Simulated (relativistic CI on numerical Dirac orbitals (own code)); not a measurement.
## Transition arrays of Gd XXVI

Calculated at this level of theory: Dirac-Coulomb-Breit CI, separate exchange-only KLI orbitals for each configuration, model QED (radiative potential, 1s self-energy scaled to tabulated hydrogen-like ionisation energies), valence Slater integrals scaled by 0.9, whole transition arrays (own radial code, finite nucleus).

Configurations in the expansion (outside the closed core [Ar] 3d10 4s2): 4p⁶4d³, 4p⁶4d²4f, 4p⁵4d⁴, 4p⁶4d²5p, 4p⁶4d²5f. Levels of other configurations are missing.

All E1 lines from the levels of 4p⁶4d³; mean and standard deviation are weighted by gf, and upper levels are sorted by their leading configuration.

| Upper configuration | Lines | Σgf | Mean (eV) | Mean (nm) | σ (eV) | Strongest line (nm) |
| --- | --- | --- | --- | --- | --- | --- |
| 4p⁶4d²4f | 568 | 156.2 | 169.27 | 7.324 | 10.52 | 7.033 |
| 4p⁵4d⁴ | 1871 | 481.0 | 177.10 | 7.001 | 12.07 | 6.797 |
| 4p⁶4d²5p | 466 | 36.4 | 304.85 | 4.067 | 4.95 | 4.035 |
| 4p⁶4d²5f | 721 | 86.0 | 427.91 | 2.897 | 4.37 | 2.908 |

Σgf per state of the lower configuration in bins of 0.2 nm over the central range (centre: value): 2.9: 0.72, 3.9: 0.03, 4.1: 0.27, 6.5: 0.13, 6.7: 1.21, 6.9: 1.34, 7.1: 1.66, 7.3: 0.28, 7.5: 0.06, 7.7: 0.05, 7.9: 0.06, 8.1: 0.11, 8.3: 0.09, 8.5: 0.06, 8.7: 0.04, 8.9: 0.04.

Problem. How do configuration mixing and the scaling of the Slater integrals move the arrays?

Solution. Slater scale 0.9, no configuration mixing: 4p⁶4d²4f 161.2 ± 6.5 eV (Σgf 214.1), 4p⁵4d⁴ 164.6 ± 17.5 eV (Σgf 376.0), 4p⁶4d²5p 305.0 ± 4.9 eV (Σgf 40.6), 4p⁶4d²5f 427.9 ± 4.4 eV (Σgf 86.7); Slater scale 1: 4p⁶4d²4f 172.8 ± 10.3 eV (Σgf 157.6), 4p⁵4d⁴ 179.9 ± 12.2 eV (Σgf 491.0), 4p⁶4d²5p 304.9 ± 5.1 eV (Σgf 35.8), 4p⁶4d²5f 427.9 ± 4.5 eV (Σgf 86.0); Slater scale 0.8: 4p⁶4d²4f 167.0 ± 9.6 eV (Σgf 177.7), 4p⁵4d⁴ 174.2 ± 12.5 eV (Σgf 448.1), 4p⁶4d²5p 304.8 ± 4.8 eV (Σgf 36.9), 4p⁶4d²5f 427.9 ± 4.2 eV (Σgf 86.0). With mixing, levels are counted to their leading configuration, so an array can shrink or vanish into another, and the sums then hold other lines.
